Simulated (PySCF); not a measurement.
F₂Ga, charge +1. Atoms are numbered in the order given.

```xyz
3

Ga     0.0000     0.0000     0.0000
F      0.0000     0.0000    -1.6703
F      0.0000     0.0000     1.6703
```
Charge +1, spin multiplicity 1.

Geometry optimised at B3LYP-D3(BJ)/def2-TZVP. The spin state was assumed, not searched. The isomer is the one that the SMILES or the coordinates give; other isomers of the formula were not compared.

Vertical ionisation energy (IE) and electron affinity (EA) in eV. Rows of orbital energies are one-electron estimates. Where ΔSCF, EOM or ADC give a negative EA the extra electron is unbound and the value depends on the basis.

```
level                                         IE    EA
-----------------------------------------  -----  ----
−ε(HOMO), −ε(LUMO), HF/def2-TZVPD (PySCF)  24.44  6.96
ADC(2)/aug-cc-pVDZ (PySCF)                   ___   ___
```

Q: Complete the blanks. (An estimate is asked for; the answer gives what the named calculation found.)

A: 
- ADC(2)/aug-cc-pVDZ (PySCF), IE: 20.48
- ADC(2)/aug-cc-pVDZ (PySCF), EA: 7.62

Q: Beyond the first one, list the lowest photoelectron lines from ADC(2)/aug-cc-pVDZ in PySCF 2.14.0 with their pole strengths (two spins summed). (Estimate from the structure and the level; the computed values follow.)

A: 20.99 eV (1.71), 20.99 eV (1.71), 22.17 eV (1.73), 23.40 eV (1.76).
